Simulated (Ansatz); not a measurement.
```yaml
crystal:
  periodic: [false, false, false]
  atoms:
    - {symbol: I, position_ang: [-2.552359, -0.002034, 4.663356]}
    - {symbol: Si, position_ang: [0.021983, -0.032421, -0.018177]}
    - {symbol: I, position_ang: [4.548515, -2.830631, 0.456636]}
    - {symbol: I, position_ang: [-3.079902, -2.281640, -3.741646]}
    - {symbol: I, position_ang: [1.171546, 4.984586, -1.451028]}
basis:
  gaussian: {orbitals: def2-SVPD}
hamiltonian: {xc: {name: B97}}
scf: {lower_state_search: off}
output: {forces: true}
```

```sh
$ ansatz run in.yaml --threads 2 --pin off --events-out ev --progress --plain --max-ram 32768MiB --backend cpu
```

Output, abridged:

```
Functional definition: B97
1998 factors; integrals over basis functions are off by at most 1.8e-4 eV
mean field evaluation 1: about -40260.3804 eV, gradient 3.3e1 eV
mean field evaluation 2: about -39579.5073 eV, gradient 3.4e2 eV
mean field evaluation 4: about -40092.3580 eV, gradient 1.0e2 eV
mean field evaluation 8: about -40272.8546 eV, gradient 4.5e-1 eV
mean field evaluation 16: about -40272.8969 eV, gradient 3.9e-1 eV
mean field -40272.89935131 eV, -1480.0017532092 hartree, gradient 4.0e-6 eV, S^2 0.000000; 0 other end points of the search recorded, 0 dependent functions left out
reference -40272.89942096 eV, -1480.0017557686 hartree; 57, 57 occupied and 107, 107 virtual orbitals, 1998 factors
Total energy: -40272.89942096 eV, -1480.0017557686 hartree
Atom 0 at    -2.552359    -0.002034     4.663356 Å, force     0.147423    -0.003034    -0.268264 eV/Å
Atom 1 at     0.021983    -0.032421    -0.018177 Å, force    -0.000009    -0.000003     0.000001 eV/Å
Atom 2 at     4.548515    -2.830631     0.456636 Å, force    -0.258940     0.161143    -0.026288 eV/Å
Atom 3 at    -3.079902    -2.281640    -3.741646 Å, force     0.176826     0.129783     0.213536 eV/Å
Atom 4 at     1.171546     4.984586    -1.451028 Å, force    -0.065301    -0.287889     0.081014 eV/Å
Dipole moment:     0.000016     0.000004    -0.000003 e Å
Checks for a lower state left out: stability, starts, cluster_reference, orbital_swaps, neighbouring_geometries, increment
```

In this input the geometry is stretched to more than twice its size. Self-consistency was reached. The result belongs to that input, not to the molecule as meant.
